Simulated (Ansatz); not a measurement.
A nudged elastic band was laid between two geometries of HIO2Si (5 atoms, charge 0, multiplicity 1).

Level of theory: RKS LDA/def2-SVP in Ansatz.

```
movable images  : 9
climbing image  : yes
spring          : 5.0 eV/Å²
optimiser       : quadratic models (default)
start path      : through a guess of the saddle point
force threshold : 0.03 eV/Å
iteration limit : 60
end points      : relaxed
```

Image 0:

```xyz
5
Properties=species:S:1:pos:R:3
O -0.661 -1.764 0.899
Si -0.244 -0.463 0.210
O 1.223 0.246 0.295
I -1.654 0.902 -1.201
H 1.336 1.079 -0.203
```

Image 10:

```xyz
5
Properties=species:S:1:pos:R:3
O -0.421 -1.578 0.867
Si -0.317 -0.276 0.062
O 0.987 0.702 -0.087
I -2.022 0.766 -1.249
H 1.773 0.387 0.407
```

Question: Which bonds break or form, and what moves?

Answer: No bond is made or broken. The dihedral I4–Si2–O3–H5 goes from 0 to -180°.

Question: Give the energies along the band, and the barrier.

Answer: The run converged. The highest image is number 5 of 0 to 10, 0.161 eV above the first end and 0.236 eV above the last; the last end lies 0.075 eV below the first. A vibrational analysis at the climbing image gives one clearly imaginary mode, 404i cm⁻¹: a first-order saddle point.

```
image  path coordinate (Å)  energy (eV)  dihedral I4–Si2–O3–H5 (°)
    0                 0.00        0.000                          0
    1                 0.17        0.016                         15
    2                 0.35        0.055                         32
    3                 0.52        0.104                         50
    4                 0.69        0.145                         69
    5                 0.86        0.161                         88
    6                 1.05        0.140                        108
    7                 1.23        0.082                        127
    8                 1.42        0.008                        146
    9                 1.60       -0.051                        164
   10                 1.79       -0.075                       -180
```

Question: What is the geometry of the highest image?

Answer: 
```xyz
5
Properties=species:S:1:pos:R:3
O -0.624 -1.609 0.980
Si -0.269 -0.405 0.099
O 1.204 0.238 -0.160
I -1.868 0.777 -1.255
H 1.557 0.998 0.337
```

Question: What are the harmonic wavenumbers there?

Answer: 404i, 184, 236, 269, 404, 567, 899, 1247, 3797 cm⁻¹.

The band took 14 iterations and of the order of 5 core-minutes.

Time of the run: 5 min on 1 thread of Intel(R) Xeon(R) Processor @ 2.50GHz (Skylake/Cascade Lake), with other jobs on the host, peak memory 0.14 GiB.
